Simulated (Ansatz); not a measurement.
The molecule SbP, closed-shell singlet (lowest of 2S+1 = 1, 3, 5 at CCSD(T)/def2-TZVPP on PBE0 minima; our sources give no spin for the ground state, which may be another). No spin–orbit coupling.

Seven points along R, fitted to fifth degree in 1/R; most abundant isotopes. In def2 and cc sets the state is the lowest found near the PBE0 minimum, followed along R. The singlet is held restricted.

Correlated levels freeze the inner cores; with def2 sets outer-core shells near the valence are correlated too. CBS(a, b) extrapolates the correlation energy as X⁻³ and adds the Hartree–Fock energy of set b.

Programs: Ansatz (Gaussian basis) for Hartree–Fock, density functionals and correlated methods.  In def2 rows elements past Kr take small-core potentials, without spin–orbit coupling.

Q: What bond length and harmonic frequency does wB97M-V/def2-TZVPP give?

A: r_e = 2.162 Å, ω_e = 574 cm⁻¹.

Q: What bond length and harmonic frequency does B2PLYP/def2-TZVPP give?

A: r_e = 2.218 Å, ω_e = 491 cm⁻¹.

Q: What bond length and harmonic frequency does CCSD(T)/CBS(def2-TZVPP, def2-QZVPP) give?

A: r_e = 2.203 Å, ω_e = 513 cm⁻¹.

Doubts at one or more of the structures used: a restricted determinant that unrestricted orbitals would lower (B2PLYP/def2-TZVPP, CCSD(T)/CBS(def2-TZVPP, def2-QZVPP)).

Ansatz is a first-principles code.
